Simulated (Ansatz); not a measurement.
BNH6O3, singlet: a nudged elastic band.

The input file, in.yaml:

```yaml
crystal:
  periodic: [false, false, false]
  atoms:
    - {symbol: B, position_ang: [-0.118924, 0.049010, -0.391830]}
    - {symbol: O, position_ang: [1.026461, 0.647138, -1.000931]}
    - {symbol: O, position_ang: [-0.400353, -1.287679, -0.809818]}
    - {symbol: O, position_ang: [-1.259293, 0.901440, -0.275397]}
    - {symbol: H, position_ang: [1.306737, -0.562582, 1.274607]}
    - {symbol: N, position_ang: [0.378423, -0.155894, 1.246718]}
    - {symbol: H, position_ang: [0.791067, 1.512305, -1.337967]}
    - {symbol: H, position_ang: [0.182268, -1.523359, -1.532676]}
    - {symbol: H, position_ang: [-2.031137, 0.446842, -0.614686]}
    - {symbol: H, position_ang: [0.394241, 0.743248, 1.714950]}
    - {symbol: H, position_ang: [-0.269291, -0.770470, 1.727032]}
basis:
  gaussian: {orbitals: def2-SVP}
hamiltonian: {xc: pbe0, dispersion: d4}
neb:
  images: 0
  climbing: true
  max_iterations: 30
  initial_path: idpp
  final_atoms:
    - {symbol: B, position_ang: [-0.991903, -0.151131, 0.103791]}
    - {symbol: O, position_ang: [2.089641, 0.080533, -0.737651]}
    - {symbol: O, position_ang: [-0.635511, -0.670031, -1.108989]}
    - {symbol: O, position_ang: [-2.266232, 0.314936, 0.290620]}
    - {symbol: H, position_ang: [1.611696, 0.580395, -0.059190]}
    - {symbol: N, position_ang: [-0.063979, -0.020613, 1.190358]}
    - {symbol: H, position_ang: [2.478060, 0.729576, -1.328054]}
    - {symbol: H, position_ang: [0.325369, -0.728645, -1.212557]}
    - {symbol: H, position_ang: [-2.769816, 0.278434, -0.525613]}
    - {symbol: H, position_ang: [-0.424068, 0.309408, 2.070788]}
    - {symbol: H, position_ang: [0.646943, -0.722861, 1.316497]}
```

Command:

```bash
ansatz run in.yaml --threads 4 --pin off --events-out ev --progress --plain --max-ram 9574MiB
```

The run's output (Ansatz 0.2.0):

```
Error: invalid value for `neb.images`: must be ≥ 1; got 0
```

The run took about 0.05 s on 4 CPU threads of an Arm Neoverse V1 (shared host).


The program refused the input. A band needs at least one image.